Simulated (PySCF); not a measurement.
## Ions at one geometry of CeH4

PySCF 2.14.0, RKS PBE0, Ce def2-SVP with ECP28, H def2-SVP; non-relativistic Hamiltonian with scalar-relativistic core potentials where named; density fitting; no spin-orbit coupling; singlets restricted, open shells unrestricted. The geometry is relaxed for charge 0, singlet, vacuum:

```xyz
5

Ce    0.0000    0.0000    0.0000
H     1.1387    1.1387    1.1387
H    -1.1387   -1.1387    1.1387
H     1.1387   -1.1387   -1.1387
H    -1.1387    1.1387   -1.1387
```

Energies count from the relaxed state; an electron taken off or put on is at rest in vacuum. Charges and spins are Mulliken's.

| state | energy (eV) | spin squared | charge on Ce1 (e) | spin on Ce1 (e) | dipole about the centre of mass (D) |
| --- | --- | --- | --- | --- | --- |
| charge 0, singlet, vacuum | 0.00 | 0.00 | 1.00 | 0.00 | 0.00 |
| charge -1, doublet, vacuum | -2.33 | 0.75 | 0.58 | 1.09 | 0.00 |

Q: What does the state charge +1, doublet, vacuum give?

A: energy (eV) 9.76, spin squared 0.96, charge on Ce1 (e) 1.19, spin on Ce1 (e) -0.20, dipole about the centre of mass (D) 1.69.

With an electron taken off (doublet) the charges change, summed by element, by Ce +0.19 e, H +0.81 e. The vertical ionisation energy is 9.76 eV, against −ε(HOMO) = 7.76 eV of the relaxed state. The level lies 2.0 eV too high, as is usual for semilocal functionals and global hybrids, which keep a self-interaction error.

With an electron put on (doublet) the charges change, summed by element, by Ce -0.41 e, H -0.59 e. The vertical electron affinity is 2.33 eV, against −ε(LUMO) = 3.71 eV of the relaxed state. The basis has no diffuse functions, which an added electron needs.

Open shells may have lower solutions than those found. Hard to converge, so the more doubtful: charge +1, doublet, vacuum.

No other spin state of this charge was computed.
